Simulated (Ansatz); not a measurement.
`[Br][SnH2][Br]` and `BrCBr` differ in one element.

Ansatz, PBE0-D4/def2-TZVP geometries, multiplicity 1. 

Elements past krypton have def2 core potentials. Scalar relativity is left out up to krypton.

| property | `[Br][SnH2][Br]` |
| --- | --- |
| HOMO energy (ωB97M-V/def2-TZVPP) / eV | -10.65 |
| size of the dipole moment (PBE/def2-TZVPP) / D | 2.12 |
| ideal-gas entropy at 298 K and 1 bar (rigid rotor, harmonic PBE0-D4/def2-TZVP) / J/(mol·K) | 338 |
| LUMO energy (B3LYP/def2-TZVPP) / eV | -2.03 |
| HOMO–LUMO gap (ωB97M-V/def2-TZVPP) / eV | 10.80 |
| HOMO–LUMO gap (B3LYP/def2-TZVPP) / eV | 6.17 |

**Question.** What does the change do to each property? (An estimate is asked.)

**Answer.** Ansatz gave: 
| property | `BrCBr` | shift |
| --- | --- | --- |
| HOMO energy (ωB97M-V/def2-TZVPP) / eV | -10.36 | 0.29 |
| size of the dipole moment (PBE/def2-TZVPP) / D | 1.43 | -0.69 |
| ideal-gas entropy at 298 K and 1 bar (rigid rotor, harmonic PBE0-D4/def2-TZVP) / J/(mol·K) | 293 | -45 |
| LUMO energy (B3LYP/def2-TZVPP) / eV | -1.22 | 0.81 |
| HOMO–LUMO gap (ωB97M-V/def2-TZVPP) / eV | 11.49 | 0.69 |
| HOMO–LUMO gap (B3LYP/def2-TZVPP) / eV | 6.68 | 0.51 |

With PBE0 the HOMO rises by 0.29 eV and the LUMO rises by 0.78 eV, so the gap widens by about 0.49 eV. PBE moves the HOMO by 0.28 eV and ωB97M-V by 0.29 eV. Dipoles are sizes alone; their direction can turn.

B3LYP here is the variant with VWN-RPA as its local correlation; programs differ in this.

Spin–orbit coupling is left out; it splits and shifts lone-pair levels of the heavy atoms by tenths of an eV.
